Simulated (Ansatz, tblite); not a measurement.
Cost and result up the ladder for `Sc1ccc(-c2ccc(-c3ccc(-c4ccc(S)[se]4)[se]3)[se]2)[se]1` (32 atoms). The state is a singlet with charge 0. Geometry: PBE-D4/def2-SVP.

```tsv
atom	x (Å)	y (Å)	z (Å)
S1	-4.434	-5.996	5.172
C2	-3.552	-4.626	4.508
C3	-3.113	-3.467	5.128
C4	-2.428	-2.553	4.280
C5	-2.288	-2.928	2.948
C6	-1.657	-2.230	1.863
C7	-1.552	-2.599	0.523
C8	-0.862	-1.696	-0.320
C9	-0.368	-0.543	0.290
C10	0.363	0.546	-0.291
C11	0.860	1.697	0.319
C12	1.551	2.600	-0.523
C13	1.654	2.232	-1.864
C14	2.286	2.929	-2.949
C15	2.429	2.552	-4.280
C16	3.118	3.464	-5.127
C17	3.558	4.623	-4.506
S18	4.448	5.988	-5.169
Se19	3.088	4.635	-2.677
Se20	0.791	0.564	-2.142
Se21	-0.800	-0.559	2.140
Se22	-3.089	-4.635	2.677
H23	-4.435	-5.535	6.455
H24	-3.285	-3.271	6.196
H25	-2.034	-1.595	4.653
H26	-1.986	-3.538	0.146
H27	-0.719	-1.886	-1.395
H28	0.720	1.886	1.395
H29	1.989	3.537	-0.146
H30	2.033	1.595	-4.652
H31	3.295	3.265	-6.194
H32	4.420	5.544	-6.458
```

Ansatz on 2 threads of AMD EPYC 7R13 on a shared host and a share (18 GiB) of an NVIDIA H100 80GB HBM3; xTB runs through tblite on one thread. Times are rough, summed over both states, and most runs start from the orbitals of an earlier one. PBE0-D4/def2-TZVP serves as the yardstick here, not as an exact answer. The other state is a doublet.

The xTB rows come from tblite. Single mean-field runs in def2-TZVP are fitted with def2-universal-jkfit.

Raw xTB energies of ions are shifted by several eV.

```csv
level,functions,wall time,vertical IE (eV),difference from PBE0-D4/def2-TZVP (eV)
GFN1-xTB,138,0.2 s,11.45,5.26
GFN2-xTB,128,0.21 s,11.12,4.93
PBE-D4/def2-TZVP,822,27 s,5.95,-0.24
PBE0-D4/def2-TZVP,822,41 s,6.19,0.00
```
